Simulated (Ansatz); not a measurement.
One change: `CC(=O)F` becomes `CC(F)=[Se]`.

Ansatz, PBE0-D4/def2-TZVP geometries, multiplicity 1. 

Scalar relativity is left out up to krypton.

```
                               property  `CC(=O)F`
     LUMO energy (PBE0/def2-TZVPP) / eV      -0.37
    LUMO energy (B3LYP/def2-TZVPP) / eV      -0.69
      HOMO energy (PBE/def2-TZVPP) / eV      -7.26
    HOMO energy (B3LYP/def2-TZVPP) / eV      -8.74
HOMO–LUMO gap (ωB97M-V/def2-TZVPP) / eV      13.44
    HOMO–LUMO gap (PBE/def2-TZVPP) / eV       5.71
```

Task: Give the same properties after the change, and the shifts. (Best estimate.)

Result: The calculation gave: 
```json
{"property": "LUMO energy (PBE0/def2-TZVPP) / eV", "`CC(F)=[Se]`": "-2.23", "shift": "-1.86"}
{"property": "LUMO energy (B3LYP/def2-TZVPP) / eV", "`CC(F)=[Se]`": "-2.44", "shift": "-1.75"}
{"property": "HOMO energy (PBE/def2-TZVPP) / eV", "`CC(F)=[Se]`": "-5.49", "shift": "1.77"}
{"property": "HOMO energy (B3LYP/def2-TZVPP) / eV", "`CC(F)=[Se]`": "-6.43", "shift": "2.31"}
{"property": "HOMO–LUMO gap (ωB97M-V/def2-TZVPP) / eV", "`CC(F)=[Se]`": "8.73", "shift": "-4.71"}
{"property": "HOMO–LUMO gap (PBE/def2-TZVPP) / eV", "`CC(F)=[Se]`": "2.41", "shift": "-3.30"}
```

With PBE0 the HOMO rises by 2.32 eV and the LUMO falls by 1.86 eV, so the gap narrows by about 4.18 eV. PBE moves the HOMO by 1.77 eV and ωB97M-V by 2.60 eV.

B3LYP here is the variant with VWN-RPA as its local correlation; programs differ in this.

Spin–orbit coupling is left out; it splits and shifts lone-pair levels of the heavy atoms by tenths of an eV.
